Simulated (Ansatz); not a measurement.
Reaction (silylene formation by 1,1-elimination): `O[SiH](S)[SiH2][SiH3]` → `O[SiH2][SiH3]` + `[SiH]S`

Program: Ansatz. Geometries: PBE0-D4/def2-TZVP. ΔE: electronic, gas phase. CBS: MP2 limit from def2 TZ/QZ plus the TZ coupled-cluster correction, frozen cores. This one scheme is used for every species. Functionals use def2-TZVPP. HSE06 is defined as in plane-wave codes. One conformer a species, not always the lowest.

`O[SiH](S)[SiH2][SiH3]`:

```xyz
13

O     2.185   -1.716   -0.670
Si    1.123   -0.458   -0.732
S     2.030    1.432   -0.263
Si   -0.543   -0.846    0.853
Si   -2.100    0.895    0.722
H     3.022   -1.614   -1.127
H     0.568   -0.296   -2.105
H     2.168    1.807   -1.545
H     0.069   -0.880    2.211
H    -1.203   -2.156    0.594
H    -3.288    0.608    1.570
H    -1.477    2.166    1.177
H    -2.553    1.060   -0.686
```

`O[SiH2][SiH3]`:

Z-matrix (Å, degrees):
```
Si
Si 1 2.347
O 1 1.654 2 112.4
H 1 1.484 2 110.6 3 117.6
H 1 1.493 2 108.5 3 -123.5
H 2 1.489 1 110.0 3 177.8
H 2 1.491 1 110.1 3 58.6
H 2 1.488 1 111.4 3 -61.5
H 3 0.958 1 117.6 2 -58.8
```

`[SiH]S`:

Z-matrix (Å, degrees):
```
Si
S 1 2.115
H 1 1.525 2 89.3
H 2 1.346 1 97.5 3 -179.9
```

| level | ΔE (kcal/mol) | difference from CCSD(T)/CBS |
| --- | --- | --- |
| LDA (SPW92) | 50.2 | 5.5 |
| BLYP-D4 | 40.0 | -4.7 |
| r2SCAN-D4 | 47.8 | 3.1 |
| B97M-V | 43.9 | -0.8 |
| PBE0-D4 | 48.2 | 3.5 |
| r2SCANh-D4 | 48.3 | 3.6 |
| r2SCAN0-D4 | 49.0 | 4.3 |
| HSE06-D4 | 48.1 | 3.4 |
| ωB97M-V | 42.5 | -2.2 |
| BLYP | 33.8 | -10.9 |
| CAM-B3LYP | 41.3 | -3.4 |
| CCSD/def2-SVP | 40.2 | -4.5 |
| CCSD(T)/def2-SVP | 40.6 | -4.1 |
| HF/def2-TZVPP | 38.5 | -6.2 |
| CCSD(T)/def2-TZVPP | 43.2 | -1.5 |
| SCS-MP2/def2-QZVPP | 44.2 | -0.5 |
| CCSD(T)/CBS | 44.7 | 0 |

Task: What do rigid-rotor, harmonic-oscillator terms from PBE0-D4/def2-TZVP frequencies (298.15 K, 1 bar) make of the CCSD(T)/CBS value? (An estimate is asked.)

Result: The calculation gave: ΔZPE = -1.4 kcal/mol, ΔH = +43.2 kcal/mol, ΔS = 144 J/(mol·K), ΔG = +33.0 kcal/mol. Modes under 50 cm⁻¹ make the entropy rough.

Largest T1 diagnostic among the species: 0.016.

In def2-TZVPP, CCSD(T) changes the Hartree–Fock value by +4.7 kcal/mol (the triples alone add +0.8 kcal/mol) and MP2 by +8.0 kcal/mol. From PBE to PBE0 (25 % exact exchange), in def2-TZVPP and without D4, ΔE moves by +2.9 kcal/mol.
